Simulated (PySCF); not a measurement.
An EPR job, as run on `C/C(=C\[O])OC(C)C` [radical].

Theory: UKS B3LYP, pcH-1 on C H O, non-relativistic, mean-field spin-orbit, GIAO (PySCF 2.14.0).

Input of the driver that calls PySCF (job settings, then Cartesian coordinates in Å):

```
{"job": {"kind": "epr", "basis": "pcH-1"}, "charge": 0, "multiplicity": 2}
C      2.0996    -1.1397    -1.1847
C      1.2904    -0.2337    -0.3228
C      1.8891     0.9132     0.2486
O      3.0648     1.2387     0.0532
O      0.0279    -0.6437    -0.1481
C     -0.9248     0.1075     0.6028
C     -1.4331     1.2945    -0.2137
C     -2.0529    -0.8647     0.9315
H      1.6856    -1.1784    -2.1925
H      2.0890    -2.1536    -0.7857
H      3.1182    -0.7643    -1.2213
H      1.2590     1.5348     0.9073
H     -0.4637     0.4600     1.5350
H     -1.9149     0.9368    -1.1204
H     -2.1529     1.8624     0.3686
H     -0.6126     1.9504    -0.4942
H     -2.8114    -0.3675     1.5284
H     -1.6639    -1.7130     1.4881
H     -2.5032    -1.2304     0.0125
```

The self-consistent field part of the output:

```
UKS, coarse grid
  cycle   1  E = -385.48234742  |g| = 7.34e-01
  cycle   2  E = -384.03371373  |g| = 1.84e+00
  cycle   3  E = -385.60089299  |g| = 4.54e-01
  cycle   4  E = -385.69154180  |g| = 1.33e-01
  cycle   5  E = -385.69609845  |g| = 7.33e-02
  cycle   6  E = -385.69834175  |g| = 2.02e-02
  cycle   7  E = -385.69859455  |g| = 8.29e-03
  cycle   8  E = -385.69865687  |g| = 4.75e-03
  cycle   9  E = -385.69867343  |g| = 1.07e-03
  cycle  10  E = -385.69867474  |g| = 7.84e-04
UKS, final grid
  cycle   1  E = -385.69867660  |g| = 1.12e-03
  cycle   2  E = -385.69867551  |g| = 2.12e-03
  cycle   3  E = -385.69867709  |g| = 2.92e-04
  cycle   4  E = -385.69867713  |g| = 6.63e-05
  cycle   5  E = -385.69867714  |g| = 5.09e-05
  cycle   6  E = -385.69867714  |g| = 1.30e-05
E = -385.69867714 Eh   <S^2> = 0.7599 (exact 0.7500)
```

Task: What follows in the output?

Result: 
```
g shifts (ppm)      1          2          3
  rmc          -242       -242       -242
  gc            -16         45         46
  oz_so         -11       3593       5722
  total        -270       3396       5526
hyperfine (MHz)  atom isotope    a_iso     a_fc   dipolar eigenvalues
    0   13C     -18.88     -18.88     -1.09     -0.02      1.11
    1   13C      42.55      42.55    -47.22    -45.97     93.19
    2   13C     -30.20     -30.20     -3.88      1.06      2.81
    3   17O     -25.82     -25.82   -114.06     56.62     57.44
    4   17O     -19.25     -19.25    -55.94     27.05     28.89
    5   13C      -3.80      -3.80     -1.23     -0.50      1.72
    6   13C       0.78       0.78     -1.53     -0.43      1.96
    7   13C       0.83       0.83     -0.49     -0.41      0.90
    8    1H      58.25      58.25     -3.41     -2.56      5.97
    9    1H      52.22      52.22     -3.50     -2.54      6.04
   10    1H       1.01       1.01     -4.09     -2.03      6.11
   11    1H      -6.44      -6.44     -4.87     -2.71      7.58
   12    1H       5.31       5.31     -3.03     -2.31      5.33
   13    1H      -0.09      -0.09     -1.55     -1.32      2.87
   14    1H      -0.98      -0.98     -1.31     -0.89      2.20
   15    1H       0.06       0.06     -3.20     -1.47      4.67
   16    1H      -0.70      -0.70     -0.82     -0.78      1.61
   17    1H      -0.18      -0.18     -1.47     -1.39      2.86
   18    1H      -0.30      -0.30     -1.33     -1.27      2.59
```

Atoms in this output count from 0. The g shifts stand along the tensor's principal axes 1 to 3: rmc is the relativistic mass correction, gc the gauge correction, oz_so the orbital-Zeeman/spin–orbit term. a_fc is the Fermi-contact part of a_iso, which also holds a spin–orbit part where one was computed. The run used 310 basis functions and 16 SCF iterations in all.

On an Arm Neoverse V1 with one thread, no GPU, shared host with 64 logical CPUs at a one-minute load of 22, this took 1.7 min of wall time (with the writing of density and orbital grids) and 1.1 GiB of memory at its peak.

Task: Where does the spin sit (Mulliken spin populations, atoms from 0)?

Result: 1 C +0.53, 3 O +0.36, 4 O +0.12, 0 C -0.04, 8 H +0.02, 9 H +0.02, 2 C -0.02, 6 C +0.01. Over all atoms they add up to 1.

Geometry: GFN2-xTB, one conformer, isolated molecule.
Labels such as C1 count atoms from 1, the log's own numbers from 0.
